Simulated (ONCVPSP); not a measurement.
# Which change was made? (Br, ONCV)

```json
{
  "Element": "Br (Z = 35)",
  "Generator": "ONCVPSP 4.0.1",
  "Type": "optimised norm-conserving Vanderbilt (ONCV)",
  "Functional": "LDA (Perdew-Zunger)",
  "Relativity": "scalar-relativistic",
  "Frozen core": "[Ne]",
  "Valence charge": "25",
  "Reference configuration": "3s2 3p6 3d10 4s2 4p4 (charge +1)",
  "Partial waves": "3s+4s: rc 0.90 bohr, ncon 4, nbas 9, qcut 16.5 1/bohr, 2 projectors; 3p+4p: rc 1.00 bohr, ncon 4, nbas 8, qcut 15.1 1/bohr, 2 projectors; 3d: rc 0.55 bohr, ncon 4, nbas 8, qcut 18.6 1/bohr, local",
  "Local potential": "the d channel",
  "Core correction": "Teter function, fcfact 2.25, rcfact 1.3"
}
```

Cutoffs, loose and tight: the cutoffs (Ha) at which the residual kinetic energy of the hardest occupied pseudo-wave falls to 1 and 0.1 mHa per electron. They do not see the model core or the augmentation charge, which bear on the density cutoff. Test errors are all-electron minus pseudo excitation energies from the reference, over the configurations 3s2 3p6 3d10 4s2 4p5; 3s2 3p6 3d10 4s2 4p3; 3s2 3p6 3d10 4s2 4p2; 3s2 3p6 3d9 4s2 4p5; variants that change the core or the reference have their own tests.

The base gives: outcome: generated; cutoff, loose: 733 Ha; cutoff, tight: 851 Ha; bound ghosts: none; GHOST(+) flags above zero: s; largest test error (meV): +8.2.

**Question.** After one change the result is: outcome: generated; cutoff, loose: 164 Ha; cutoff, tight: 353 Ha; bound ghosts: none; GHOST(+) flags above zero: s; largest test error (meV): +22. Which change was it?
A. all radii but the core radius scaled by about 0.91 (s 0.82, p 0.92, d 0.50 bohr)
B. all radii but the core radius scaled by about 1.31 (s 1.18, p 1.30, d 0.72 bohr)
C. all radii but the core radius scaled by about 1.18 (s 1.06, p 1.18, d 0.66 bohr)
D. all radii but the core radius scaled by about 0.78 (s 0.70, p 0.78, d 0.42 bohr)

**Answer.** B. The others give: all radii but the core radius scaled by about 0.91 (s 0.82, p 0.92, d 0.50 bohr) → outcome: generated; cutoff, loose: 926 Ha; cutoff, tight: 1201 Ha; bound ghosts: none; GHOST(+) flags above zero: s; largest test error (meV): +10 | all radii but the core radius scaled by about 0.78 (s 0.70, p 0.78, d 0.42 bohr) → outcome: generated; cutoff, loose: 1366 Ha; cutoff, tight: 1793 Ha; bound ghosts: none; GHOST(+) flags above zero: none; largest test error (meV): +28 | all radii but the core radius scaled by about 1.18 (s 1.06, p 1.18, d 0.66 bohr) → outcome: generated; cutoff, loose: 237 Ha; cutoff, tight: 536 Ha; bound ghosts: none; GHOST(+) flags above zero: s; largest test error (meV): +14.
